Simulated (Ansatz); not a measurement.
CH$_{2}$GaN, SMILES `N#[C][GaH2]`, one more setting.

```yaml
crystal:
  periodic: [false, false, false]
  atoms:
    - {symbol: N, position_ang: [1.701374, -1.068412, 1.265963]}
    - {symbol: C, position_ang: [0.876849, -0.554347, 0.644024]}
    - {symbol: Ga, position_ang: [-0.517484, 0.313895, -0.405603]}
    - {symbol: H, position_ang: [-1.747173, -0.563768, -0.764508]}
    - {symbol: H, position_ang: [-0.263566, 1.799032, -0.781276]}
basis:
  gaussian: {orbitals: cc-pVTZ}
hamiltonian: {xc: {name: wB97}}
```

```sh
$ ansatz run in.yaml --threads 4 --pin off --events-out ev --progress --plain --max-ram 10444MiB
```

It prints (some lines left out):

```
Functional definition: wB97
822 factors; their error is unknown
241 factors; integrals over basis functions are off by at most 2.0e-5 eV
mean field evaluation 1: about -54938.5319 eV, gradient 4.2e1 eV
mean field evaluation 2: about -54937.9500 eV, gradient 4.7e1 eV
mean field evaluation 4: about -54942.0523 eV, gradient 2.4e0 eV
mean field evaluation 8: about -54942.0503 eV, gradient 2.3e-2 eV
mean field -54942.05035053 eV, -2019.0831093228 hartree, gradient 2.6e-5 eV, S^2 0.000000; 0 other end points of the search recorded, 0 dependent functions left out
reference -54942.05034053 eV, -2019.0831089553 hartree; 23, 23 occupied and 108, 108 virtual orbitals, 822 factors
Total energy: -54942.05034053 eV, -2019.0831089553 hartree
```

Hardware: 4 threads of an Arm Neoverse V2 on a shared host. Wall time 1.4 s, peak host memory 0.3 GiB.
